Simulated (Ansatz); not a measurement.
C2H9GaO, SMILES `[CH3][GaH-]([CH3])[OH2+]`. Charge 0, multiplicity 1.

Z-matrix (Å, degrees):
```
C
Ga 1 1.976
H 1 1.094 2 110.3
H 1 1.092 2 111.6 3 119.3
H 1 1.093 2 111.4 3 -119.3
C 2 1.988 1 119.8 3 81.4
O 2 2.234 1 100.2 3 -176.7
H 2 1.591 1 119.2 3 -78.2
H 6 1.094 2 112.7 1 165.1
H 6 1.094 2 110.0 1 -75.9
H 6 1.094 2 111.7 1 42.4
H 7 0.963 2 106.4 1 119.2
H 7 0.963 2 107.7 1 -127.0
```

Q: List the harmonic frequencies (cm⁻¹, unscaled) at PBE0-D4/def2-TZVP in Ansatz. (Estimate.)

A: Computed: 73, 94, 102, 121, 132, 152, 237, 397, 442, 540, 545, 580, 619, 662, 744, 759, 767, 1219, 1223, 1448, 1450, 1456, 1459, 1623, 1870, 3035, 3044, 3114, 3118, 3122, 3135, 3818, 3920.

Q: Is this a minimum?

A: Yes, all 33 modes are real.

Q: Give the ideal-gas thermochemistry at 298.15 K and 1 bar (rigid rotor, harmonic oscillator; point group C1, symmetry number 1).

A: Zero-point energy 269.3 kJ/mol; H(298) − E = 296.4 kJ/mol; entropy 390.0 J/(mol·K), of which translation 168.4, rotation 110.2, vibration 111.4; G(298) − E = 180.1 kJ/mol. Modes under 100 cm⁻¹ are hindered rotations or soft bends, so the harmonic entropy is rough.

Q: And at 400, 500, 600, 800 and 1000 K?

A: 
```json
{"T (K)": "400", "H − E (kJ/mol)": "311.3", "S (J/mol/K)": "433.0", "G − E (kJ/mol)": "138.1"}
{"T (K)": "500", "H − E (kJ/mol)": "327.9", "S (J/mol/K)": "470.1", "G − E (kJ/mol)": "92.9"}
{"T (K)": "600", "H − E (kJ/mol)": "346.1", "S (J/mol/K)": "503.2", "G − E (kJ/mol)": "44.2"}
{"T (K)": "800", "H − E (kJ/mol)": "386.2", "S (J/mol/K)": "560.7", "G − E (kJ/mol)": "-62.3"}
{"T (K)": "1000", "H − E (kJ/mol)": "430.4", "S (J/mol/K)": "609.9", "G − E (kJ/mol)": "-179.5"}
```

Q: Rotational constants (cm⁻¹)?

A: 0.1473, 0.1328, 0.08811.
